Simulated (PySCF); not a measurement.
Record of a relaxation.

InH2(NMe2), C2H8InN.
Bonds: In1–N4, N4–C5, N4–C6. Hydrogens: H2, H3 on In1; H7, H8, H9 on C5; H10, H11, H12 on C6.

Method: PBE0-D3(BJ)/def2-SVP geometry optimisation, gas phase, def2 core potentials past Kr in PySCF; density fitting, grid level 1; the optimiser is geomeTRIC in internal coordinates, started from a GFN2-xTB structure with every atom displaced at random (about 0.03 Å). The frame can shift and turn from step to step; on so coarse a grid that alone can change the energy by a few meV, and forces under 0.02 eV/Å are noise.

Step 0: E = -8859.7699 eV, largest atomic force 4.342 eV/Å
```
atom  x, y, z in Å  |  force x, y, z in eV/Å
In1     1.062    1.638   -0.014    0.200   2.573   0.336
H2      2.141    1.918   -1.286    0.477  -0.085  -0.222
H3      0.409    2.956    1.007    0.339  -0.583  -0.150
N4     -0.047    0.049   -0.132   -3.123  -1.783   1.943
C5     -1.061   -0.309    0.917    3.500   2.167   1.383
C6      0.271   -1.078   -0.907    1.488  -0.860   1.281
H7     -1.981   -0.650    0.547   -1.737  -0.622  -0.974
H8     -1.197    0.629    1.528   -0.401  -0.723  -0.406
H9     -0.657   -1.055    1.669   -0.257   0.238  -0.769
H10     1.038   -0.770   -1.584    0.861  -0.205  -1.072
H11     0.679   -1.904   -0.248   -0.111   0.256  -0.562
H12    -0.542   -1.509   -1.446   -1.236  -0.374  -0.787
```

Step 1: E = -8860.2764 eV, largest atomic force 0.801 eV/Å
```
atom  x, y, z in Å  |  force x, y, z in eV/Å
In1     0.987    1.816   -0.069   -0.059  -0.509  -0.279
H2      2.244    1.914   -1.260   -0.144   0.024   0.119
H3      0.410    2.892    1.132   -0.020   0.081   0.027
N4     -0.078    0.043   -0.116    0.320   0.235   0.288
C5     -1.033   -0.251    0.940    0.678   0.037  -0.425
C6      0.286   -1.116   -0.898   -0.098   0.113   0.221
H7     -1.954   -0.676    0.511   -0.253  -0.072   0.104
H8     -1.282    0.653    1.519   -0.080   0.005  -0.118
H9     -0.611   -0.981    1.659   -0.166  -0.149   0.050
H10     1.023   -0.882   -1.685   -0.085   0.138   0.064
H11     0.725   -1.939   -0.289   -0.029   0.112   0.052
H12    -0.601   -1.556   -1.394   -0.062  -0.015  -0.102
```

Step 2: E = -8860.3108 eV, largest atomic force 0.286 eV/Å
```
atom  x, y, z in Å  |  force x, y, z in eV/Å
In1     1.008    1.801   -0.090   -0.149  -0.143  -0.021
H2      2.225    1.888   -1.303   -0.023  -0.020   0.009
H3      0.478    2.942    1.079   -0.007   0.033   0.019
N4     -0.065    0.055   -0.069    0.147  -0.157   0.134
C5     -1.036   -0.286    0.939    0.121   0.240  -0.099
C6      0.287   -1.087   -0.868    0.037   0.068  -0.178
H7     -1.958   -0.699    0.482   -0.031  -0.001   0.044
H8     -1.317    0.599    1.527   -0.070   0.041   0.041
H9     -0.656   -1.047    1.652   -0.022  -0.074   0.003
H10     1.018   -0.820   -1.650   -0.033  -0.015   0.022
H11     0.732   -1.912   -0.271   -0.011   0.007   0.028
H12    -0.602   -1.517   -1.377    0.041   0.020  -0.003
```

Step 3: E = -8860.3188 eV, largest atomic force 0.160 eV/Å
```
atom  x, y, z in Å  |  force x, y, z in eV/Å
In1     0.995    1.780   -0.082   -0.050   0.151   0.013
H2      2.203    1.874   -1.296    0.049  -0.003  -0.040
H3      0.453    2.931    1.080    0.019  -0.022  -0.017
N4     -0.050    0.037   -0.063    0.077  -0.109   0.087
C5     -1.025   -0.272    0.944   -0.116  -0.004  -0.021
C6      0.297   -1.094   -0.878   -0.048   0.005  -0.069
H7     -1.962   -0.669    0.498    0.015   0.015   0.005
H8     -1.297    0.623    1.524    0.012  -0.005   0.020
H9     -0.674   -1.042    1.664    0.010  -0.006  -0.007
H10     1.026   -0.814   -1.655    0.005  -0.015   0.015
H11     0.739   -1.924   -0.288   -0.004  -0.025  -0.006
H12    -0.591   -1.514   -1.396    0.032   0.017   0.019
```

Step 4: E = -8860.3222 eV, largest atomic force 0.116 eV/Å
```
atom  x, y, z in Å  |  force x, y, z in eV/Å
In1     0.994    1.785   -0.086   -0.031   0.085  -0.022
H2      2.202    1.871   -1.307    0.009  -0.006  -0.002
H3      0.456    2.940    1.071    0.009  -0.005  -0.001
N4     -0.041    0.033   -0.050    0.075  -0.062   0.063
C5     -1.027   -0.276    0.947   -0.099  -0.019  -0.004
C6      0.301   -1.092   -0.875   -0.046   0.003  -0.024
H7     -1.964   -0.663    0.494    0.018   0.018  -0.011
H8     -1.298    0.617    1.534    0.034  -0.012   0.007
H9     -0.687   -1.055    1.663    0.012   0.013  -0.011
H10     1.032   -0.811   -1.649    0.019  -0.006   0.007
H11     0.737   -1.931   -0.293   -0.006  -0.012  -0.004
H12    -0.589   -1.501   -1.398    0.006   0.003   0.002
```

Step 5: E = -8860.3276 eV, largest atomic force 0.107 eV/Å
```
atom  x, y, z in Å  |  force x, y, z in eV/Å
In1     0.981    1.798   -0.095   -0.011  -0.033  -0.040
H2      2.186    1.864   -1.324   -0.020   0.004   0.023
H3      0.449    2.960    1.055   -0.003   0.002   0.006
N4     -0.012    0.019   -0.017    0.091   0.045  -0.032
C5     -1.025   -0.281    0.954   -0.073  -0.050   0.026
C6      0.308   -1.093   -0.870   -0.018   0.004   0.049
H7     -1.966   -0.630    0.478    0.007   0.013  -0.014
H8     -1.277    0.605    1.558    0.032  -0.009   0.010
H9     -0.718   -1.087    1.655    0.007   0.018  -0.005
H10     1.054   -0.812   -1.629    0.027   0.004  -0.002
H11     0.719   -1.958   -0.306   -0.009   0.010   0.004
H12    -0.585   -1.468   -1.409   -0.030  -0.009  -0.026
```

Step 6: E = -8860.3295 eV, largest atomic force 0.054 eV/Å
```
atom  x, y, z in Å  |  force x, y, z in eV/Å
In1     0.973    1.804   -0.101    0.005  -0.040  -0.033
H2      2.174    1.867   -1.333   -0.014   0.007   0.017
H3      0.439    2.967    1.046   -0.008   0.005   0.011
N4      0.005    0.012   -0.002    0.017   0.048  -0.019
C5     -1.022   -0.284    0.957   -0.012  -0.030   0.015
C6      0.312   -1.095   -0.866   -0.001  -0.010   0.046
H7     -1.967   -0.603    0.469    0.003   0.010  -0.008
H8     -1.256    0.596    1.577    0.019  -0.004   0.001
H9     -0.734   -1.107    1.645    0.003   0.007  -0.008
H10     1.073   -0.819   -1.612    0.014   0.003   0.000
H11     0.699   -1.973   -0.308   -0.009   0.007   0.003
H12    -0.582   -1.447   -1.420   -0.017  -0.004  -0.024
```

Step 7: E = -8860.3304 eV, largest atomic force 0.034 eV/Å
```
atom  x, y, z in Å  |  force x, y, z in eV/Å
In1     0.966    1.806   -0.107    0.011  -0.018  -0.015
H2      2.165    1.877   -1.339   -0.005   0.006   0.007
H3      0.429    2.968    1.041   -0.005  -0.003   0.003
N4      0.016    0.008    0.005   -0.023   0.022  -0.013
C5     -1.019   -0.285    0.958    0.024  -0.003   0.012
C6      0.314   -1.097   -0.863    0.013  -0.008   0.015
H7     -1.968   -0.579    0.463   -0.006   0.004   0.002
H8     -1.235    0.588    1.593    0.000  -0.001  -0.001
H9     -0.743   -1.123    1.632   -0.004  -0.005  -0.005
H10     1.091   -0.831   -1.595    0.002  -0.001   0.001
H11     0.677   -1.986   -0.304   -0.007   0.003   0.003
H12    -0.579   -1.430   -1.433   -0.001   0.003  -0.010
```

Step 8: E = -8860.3306 eV, largest atomic force 0.033 eV/Å
```
atom  x, y, z in Å  |  force x, y, z in eV/Å
In1     0.965    1.807   -0.110    0.008  -0.003  -0.003
H2      2.163    1.886   -1.341    0.002   0.002  -0.001
H3      0.423    2.965    1.040   -0.003  -0.001   0.003
N4      0.018    0.007    0.005   -0.033   0.000   0.002
C5     -1.017   -0.284    0.958    0.031   0.010   0.001
C6      0.314   -1.099   -0.862    0.011  -0.005  -0.003
H7     -1.971   -0.566    0.464   -0.006   0.000   0.003
H8     -1.223    0.585    1.601   -0.005   0.002  -0.001
H9     -0.746   -1.130    1.624   -0.003  -0.006  -0.003
H10     1.102   -0.839   -1.586   -0.003  -0.001   0.002
H11     0.663   -1.990   -0.299   -0.004  -0.001   0.001
H12    -0.576   -1.424   -1.442    0.006   0.003  -0.001
```

Step 9: E = -8860.3307 eV, largest atomic force under 0.02 eV/Å
```
atom  x, y, z in Å  |  force x, y, z in eV/Å
In1     0.965    1.806   -0.111    0.003   0.005   0.003
H2      2.164    1.890   -1.341    0.002   0.000  -0.001
H3      0.420    2.961    1.042    0.001  -0.002  -0.001
N4      0.016    0.008    0.002   -0.014  -0.005   0.003
C5     -1.016   -0.283    0.957    0.013   0.006   0.000
C6      0.313   -1.100   -0.862    0.004   0.001  -0.007
H7     -1.973   -0.560    0.468   -0.004  -0.001   0.001
H8     -1.217    0.586    1.604   -0.004   0.001   0.000
H9     -0.745   -1.132    1.619   -0.002  -0.003   0.000
H10     1.107   -0.844   -1.582   -0.002  -0.001   0.001
H11     0.656   -1.992   -0.296   -0.001  -0.002   0.000
H12    -0.573   -1.423   -1.448    0.004   0.002   0.002
```

**Question.** Summarise the path.

**Answer.** The energy falls by 12.93 kcal/mol from step 0 to step 9; nine tenths of that is first reached at step 1. It falls at every step. The largest force goes from 4.342 to under 0.02 eV/Å. Among the bonds In1–N4 changes most, from 1.941 to 2.036 Å; the atoms move by 0.113 Å rms after alignment.

**Question.** Follow the three bonds and two angles with the largest change from start to end.

**Answer.** 
```json
{"step": "0", "E above end (kcal/mol)": "12.93", "largest force (eV/Å)": "4.342", "In1–N4 (Å)": "1.941", "In1–H3 (Å)": "1.790", "N4–C5 (Å)": "1.503", "H2–In1–H3 (°)": "122.7", "N4–C5–H8 (°)": "105.2"}
{"step": "1", "E above end (kcal/mol)": "1.25", "largest force (eV/Å)": "0.801", "In1–N4 (Å)": "2.068", "In1–H3 (Å)": "1.713", "N4–C5 (Å)": "1.453", "H2–In1–H3 (°)": "133.6", "N4–C5–H8 (°)": "111.4"}
{"step": "2", "E above end (kcal/mol)": "0.46", "largest force (eV/Å)": "0.286", "In1–N4 (Å)": "2.049", "In1–H3 (Å)": "1.718", "N4–C5 (Å)": "1.441", "H2–In1–H3 (°)": "131.7", "N4–C5–H8 (°)": "110.8"}
{"step": "3", "E above end (kcal/mol)": "0.27", "largest force (eV/Å)": "0.160", "In1–N4 (Å)": "2.032", "In1–H3 (Å)": "1.723", "N4–C5 (Å)": "1.436", "H2–In1–H3 (°)": "131.5", "N4–C5–H8 (°)": "111.2"}
{"step": "4", "E above end (kcal/mol)": "0.20", "largest force (eV/Å)": "0.116", "In1–N4 (Å)": "2.035", "In1–H3 (Å)": "1.721", "N4–C5 (Å)": "1.436", "H2–In1–H3 (°)": "131.6", "N4–C5–H8 (°)": "111.3"}
{"step": "5", "E above end (kcal/mol)": "0.07", "largest force (eV/Å)": "0.107", "In1–N4 (Å)": "2.040", "In1–H3 (Å)": "1.719", "N4–C5 (Å)": "1.435", "H2–In1–H3 (°)": "131.9", "N4–C5–H8 (°)": "111.4"}
{"step": "6", "E above end (kcal/mol)": "0.03", "largest force (eV/Å)": "0.054", "In1–N4 (Å)": "2.039", "In1–H3 (Å)": "1.718", "N4–C5 (Å)": "1.436", "H2–In1–H3 (°)": "132.0", "N4–C5–H8 (°)": "111.3"}
{"step": "7", "E above end (kcal/mol)": "0.01", "largest force (eV/Å)": "0.034", "In1–N4 (Å)": "2.037", "In1–H3 (Å)": "1.719", "N4–C5 (Å)": "1.437", "H2–In1–H3 (°)": "131.9", "N4–C5–H8 (°)": "111.2"}
{"step": "8", "E above end (kcal/mol)": "0.00", "largest force (eV/Å)": "0.033", "In1–N4 (Å)": "2.037", "In1–H3 (Å)": "1.719", "N4–C5 (Å)": "1.437", "H2–In1–H3 (°)": "131.9", "N4–C5–H8 (°)": "111.2"}
{"step": "9", "E above end (kcal/mol)": "0.00", "largest force (eV/Å)": "under 0.02", "In1–N4 (Å)": "2.036", "In1–H3 (Å)": "1.720", "N4–C5 (Å)": "1.437", "H2–In1–H3 (°)": "131.9", "N4–C5–H8 (°)": "111.2"}
```

What follows is the cost of the whole optimisation. Time: 42 s wall; peak memory 0.43 GiB. Hardware: Arm Neoverse V2, one thread, shared host with 32 logical CPUs at a one-minute load of 14.
